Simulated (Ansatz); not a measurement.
Program: Ansatz. Geometries: PBE0-D4/def2-TZVP. ΔE: electronic, gas phase. CCSD(T)/CBS is the MP2 limit (def2-TZVPP, def2-QZVPP) plus CCSD(T) − MP2 in def2-TZVPP, frozen cores. DFT in def2-TZVPP. HSE06 is defined as in plane-wave codes. For Br, Ga, Ge outer-core shells are correlated without core-valence functions, which leaves a few kJ/mol of doubt a bond. Scalar relativity is left out up to krypton. One conformer a species, not always the lowest.

Reaction (cleavage of the Si–Si bond): `[SiH3][SiH2][SiH2][SiH2][GeH3]` + `[OH][Ga]([OH])[Br]` → `[OH][Ga]([Br])[O][SiH3]` + `[SiH3][SiH2][SiH2][GeH3]`

```json
{"level": "BLYP-D4", "ΔE (kcal/mol)": "-19.4", "difference from CCSD(T)/CBS": "1.6"}
{"level": "PBE0-D4", "ΔE (kcal/mol)": "-16.6", "difference from CCSD(T)/CBS": "4.4"}
{"level": "HSE06-D4", "ΔE (kcal/mol)": "-16.6", "difference from CCSD(T)/CBS": "4.4"}
{"level": "ωB97M-V", "ΔE (kcal/mol)": "-21.5", "difference from CCSD(T)/CBS": "-0.5"}
{"level": "revPBE", "ΔE (kcal/mol)": "-15.7", "difference from CCSD(T)/CBS": "5.3"}
{"level": "r2SCANh", "ΔE (kcal/mol)": "-20.0", "difference from CCSD(T)/CBS": "1.0"}
{"level": "r2SCAN0", "ΔE (kcal/mol)": "-20.6", "difference from CCSD(T)/CBS": "0.4"}
{"level": "BHLYP", "ΔE (kcal/mol)": "-25.3", "difference from CCSD(T)/CBS": "-4.3"}
{"level": "RPA@PBE/def2-TZVPP", "ΔE (kcal/mol)": "-22.1", "difference from CCSD(T)/CBS": "-1.1"}
{"level": "CCSD/def2-SVP", "ΔE (kcal/mol)": "-21.4", "difference from CCSD(T)/CBS": "-0.4"}
{"level": "CCSD(T)/def2-SVP", "ΔE (kcal/mol)": "-20.7", "difference from CCSD(T)/CBS": "0.3"}
{"level": "SCS-MP2/def2-TZVPP", "ΔE (kcal/mol)": "-24.4", "difference from CCSD(T)/CBS": "-3.4"}
{"level": "CCSD/def2-TZVPP", "ΔE (kcal/mol)": "-22.7", "difference from CCSD(T)/CBS": "-1.7"}
{"level": "CCSD(T)/def2-TZVPP", "ΔE (kcal/mol)": "-21.5", "difference from CCSD(T)/CBS": "-0.5"}
{"level": "HF/def2-QZVPP", "ΔE (kcal/mol)": "-30.2", "difference from CCSD(T)/CBS": "-9.2"}
{"level": "CCSD/CBS(def2)", "ΔE (kcal/mol)": "-22.2", "difference from CCSD(T)/CBS": "-1.2"}
{"level": "CCSD(T)/CBS", "ΔE (kcal/mol)": "-21.0", "difference from CCSD(T)/CBS": "0"}
```

Largest T1 diagnostic among the species: 0.013.

Leaving LDA and LC-ωPBE aside and taking each functional with its dispersion term where it has one, the values, not all of them listed here, spread over 9.5 kcal/mol, from BHLYP-D4 to revPBE-D4. The D4 term adds +1.5 kcal/mol with B3LYP and +0.9 kcal/mol with PBE0; it sums over pairs of atoms, weighted by their polarisabilities, and B3LYP, whose exchange is more repulsive, gets the larger term. From BLYP to BHLYP (50 % exact exchange), in def2-TZVPP and without D4, ΔE moves by −4.1 kcal/mol.

B3LYP here is the variant with VWN-RPA as its local correlation; programs differ in this.
